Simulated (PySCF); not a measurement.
One of the candidates below gave these computed data.

All candidates are C6H7F.

| technique | computed result |
| --- | --- |
| UV, first state | lowest singlet excitation: 5.41 eV (229 nm, f = 0.000) [TDDFT PBE0/def2-SVPD] |
| Polarisability | 76.3 au [PBE0/def2-SVPD] |
| Triplet | lowest triplet excitation (Tamm–Dancoff): 3.50 eV [TDA PBE0/def2-SVPD] |
| Dipole | 2.52 D [PBE0/def2-SVPD] |
| Rotational structure | rotational constants A, B, C: 7.327, 1.154, 1.010 GHz [GFN2-xTB] |
| UV, strongest line | among the 8 lowest singlet transitions: S2 at 5.65 eV (219 nm, f = 0.291) [TDDFT PBE0/def2-SVPD] |

Gas-phase values; electronic properties from PySCF, density fitting. Levels stand in brackets. Geometry: GFN2-xTB, one conformer, isolated molecule.

Problem. Which candidate is it?
A. `C#C/C(=C\F)CC`
B. `C=C(C#CC)CF`
C. `FC1=CC[C@@H]2C[C@H]12`

Solution. B. It is `C=C(C#CC)CF`. Numbering: `[CH2:1]=[C:2]([C:3]#[C:4][CH3:5])[CH2:6][F:7]`. Its formula, C6H7F, gives 3 degrees of unsaturation: 0 rings and 3 π bonds in the structure found. S1 is mainly HOMO−1→LUMO (weight 0.98); the largest Löwdin shares of the orbital it empties are 0.37 on each of 2 atoms of one kind (alkyne carbon), 0.08 on the propargylic carbon and 0.05 on the fully substituted alkene carbon, of the orbital it fills 0.30 on the terminal =CH2 carbon, 0.23 on the fully substituted alkene carbon, 0.14 on an alkyne carbon and 0.10 on an alkyne carbon. By its constants the optimised geometry is an asymmetric top.

The others, at the same levels:
- `C#C/C(=C\F)CC` fails: its computed lowest singlet excitation is 5.61 eV (221 nm, f = 0.000) (against 5.41 eV), static isotropic polarisability is 72.9 au (against 76.3 au) and rotational constant A is 3.272 GHz (against 7.327 GHz).
- `FC1=CC[C@@H]2C[C@H]12` fails: its computed lowest singlet excitation is 6.45 eV (192 nm, f = 0.076) (against 5.41 eV), lowest triplet excitation (Tamm–Dancoff) is 4.22 eV (against 3.50 eV) and static isotropic polarisability is 63.7 au (against 76.3 au).

Each candidate is one conformer, not necessarily the lowest. Dipoles, sizes and rotational constants follow the conformer. The torsions of the flexible species, by atom-mapped SMILES:
- `[CH2:1]=[C:2]([C:3]#[C:4][CH3:5])[CH2:6][F:7]`: C1–C2–C6–F7 0°
- `[CH:1]#[C:2]/[C:3](=[CH:4]\[F:5])[CH2:6][CH3:7]`: C2–C3–C6–C7 71°

The conformers of `FC1=CC[C@@H]2C[C@H]12` aren't listed.
